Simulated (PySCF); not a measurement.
Excitations are Tamm–Dancoff values on a coarser integration grid. The basis has no diffuse functions, so Rydberg states are missing or too high.

Cartesian coordinates (Å):
```xyz
9

O     -0.7441     1.8000    -0.1209
Sn     0.0000     0.0001     0.0001
O     -0.7937    -1.0049    -1.4724
O     -0.4009    -1.0167     1.6167
O      1.9386     0.2217    -0.0233
H     -1.5587     1.8058    -0.6389
H     -0.9521    -1.9235    -1.2214
H      0.3243    -0.9614     2.2514
H      2.1865     1.0790    -0.3913
```
Charge 0, multiplicity 1.

Q: Give the S1–T1 gap (TDA), brightest of the four lowest singlets (TDA) and total energy at the level r2SCAN-D4/def2-TZVP (PySCF).

A: 
```
Item                                                Value
-------------------------------------------  ------------
S1–T1 gap (TDA)                                   0.50 eV
brightest of the four lowest singlets (TDA)       5.85 eV
total energy                                 -517.7590 Ha
```
